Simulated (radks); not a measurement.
Q: These are the eigenvalues of the occupied orbitals of an atom or ion with whole-number occupations (hartree). Calculated with a radial shooting solver on a logarithmic mesh with Libxc functionals: Dirac Kohn-Sham, BLYP, spin-unpolarised, spherical densities, finite nucleus; Fermi nuclear charge, rms radius of each element as measured or else 0.836 A^(1/3) + 0.57 fm.

1s1/2: -522.3677
2s1/2: -70.59176
2p1/2: -64.01149
2p3/2: -62.03109
3s1/2: -11.75345
3p1/2: -9.42871
3p3/2: -9.13648
3d3/2: -5.07951
3d5/2: -5.03118
4s1/2: -2.67117
4p1/2: -2.09132

Which element is it, and in what charge state? The configuration may be excited. Open shells, if any, fill j = l - 1/2 first.

A: Z = 36, krypton, charge +4: Kr4+ in [Ar] 3d10 4s2 4p2. The list shows which subshells hold electrons but not how many an open one holds; the 1s level, -522.37 hartree, gives Z - s = 32.3 by -(Z - s)^2/2, which with screening and relativity narrows Z to a few neighbours, and the depths of the outer levels then fix element, charge and occupations together.
